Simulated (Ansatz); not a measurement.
Consider the redistribution: `C[BH][ZnH]` + `C=C[SiH2][AlH2]` → `CB[SiH2][AlH2]` + `C=[CH][ZnH]`.

Program: Ansatz. Geometries: PBE0-D4/def2-TZVP. ΔE: electronic, gas phase. CBS: MP2 limit from def2 TZ/QZ plus the TZ coupled-cluster correction, frozen cores. DFT in def2-TZVPP. For Zn outer-core shells are correlated without core-valence functions, which leaves a few kJ/mol of doubt a bond. Scalar relativity is left out up to krypton. One conformer a species, not always the lowest.

CCSD(T)/CBS gives -14.8 kJ/mol.

Another level gave -11.9 kJ/mol. Which?
A. r2SCAN0-D4/def2-TZVPP
B. LDA (SPW92)/def2-TZVPP
C. HF/def2-TZVPP
D. CAM-B3LYP/def2-TZVPP

D. CAM-B3LYP -11.9, r2SCAN0-D4 -18.4, LDA (SPW92) -24.4, HF/def2-TZVPP -4.4 kJ/mol.

What do rigid-rotor, harmonic-oscillator terms from PBE0-D4/def2-TZVP frequencies (298.15 K, 1 bar) make of the CCSD(T)/CBS value? (Estimate.)

Computed: ΔZPE = -0.4 kJ/mol, ΔH = -14.7 kJ/mol, ΔS = 4 J/(mol·K), ΔG = -15.9 kJ/mol. Modes under 50 cm⁻¹ make the entropy rough.

Largest T1 diagnostic among the species: 0.015.

From BLYP to BHLYP (50 % exact exchange), in def2-TZVPP and without D4, ΔE moves by +5.6 kJ/mol. In def2-TZVPP, CCSD(T) changes the Hartree–Fock value by −13.5 kJ/mol (the triples alone add −2.6 kJ/mol) and MP2 by −13.8 kJ/mol. Leaving LDA and LC-ωPBE aside and taking each functional with its dispersion term where it has one, the values, not all of them listed here, spread over 10.8 kJ/mol, from PBE-D4 to BHLYP-D4. LDA lies −3.1 kJ/mol from PBE without D4.
